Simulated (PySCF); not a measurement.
## Excitation energy of Sb²⁺ by level of theory

Sb²⁺ [Kr] 4d10 5s2 5p1 (2P) → Sb²⁺ [Kr] 4d10 5s1 5p1 5d1 (high-spin determinant), as a difference of total energies. All numbers are calculated (PySCF 2.14, scalar relativity by spin-free X2C-1e, in aug-cc-pVTZ-DK3). Correlated levels: valence: [Kr] 4d10 frozen. The calculations carry no spin-orbit coupling.

| method | excitation energy (eV) |
| --- | --- |
| UHF | 17.760 |
| MP2 (valence) | 18.392 |
| SCS-MP2 (valence) | 18.716 |
| CCSD (valence) | 18.083 |
| CCSD(T) (valence) | 17.916 |

How much does correlation contribute at CCSD(T) (valence)?

17.916 − (17.760) = 0.156 eV, measured against UHF.

A first-order spin-orbit estimate (lowest level to lowest level, LS coupling) adds 0.081 eV.

The promoted electron is Rydberg-like, and one or two diffuse shells describe it only roughly, which tends to raise the upper state.

The coupled-cluster amplitudes are large for the upper state (T1 above 0.03 or a double amplitude above 0.15), so a single reference is strained.

The determinant of the upper state mixes LS terms, which raises its energy above the lowest term, most at the Hartree-Fock and MP2 levels.
